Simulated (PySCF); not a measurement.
## FReN: PBE0 against B3LYP

Base calculation in PySCF with density fitting and no spin–orbit coupling, PBE0/def2-TZVP (scalar-relativistic core potentials): quartet, Cs, Re–F 1.909 Å, Re–N 1.645 Å; F–Re–N 132.0°; wavenumbers 192, 623, 1149 cm⁻¹; dipole moment 1.96 D, polar-tensor charge of Re 1.10 e, atomisation energy (no zero-point energy) 972 kJ/mol.

**Question.** What changes on going to B3LYP/def2-TZVP (scalar-relativistic core potentials)?

**Answer.** The point group stays the same. Changes: mean bond to Re +0.011 Å, smallest bond angle +0.5 degrees, highest wavenumber -20 cm⁻¹, lowest wavenumber -3 cm⁻¹, dipole moment +0.02 D, polar-tensor charge of Re -0.02 e, atomisation energy (no zero-point energy) +5 kJ/mol. The new structure has Re–F 1.922 Å, Re–N 1.655 Å; F–Re–N 132.5°, with wavenumbers 189, 608, 1129 cm⁻¹.

Spin–orbit coupling can matter for FReN and is left out. Open d or f shells are single determinants, so the state found may not be the ground state. Only the bonding shown was studied: isomers, or loss of a ligand pair, can lie lower.
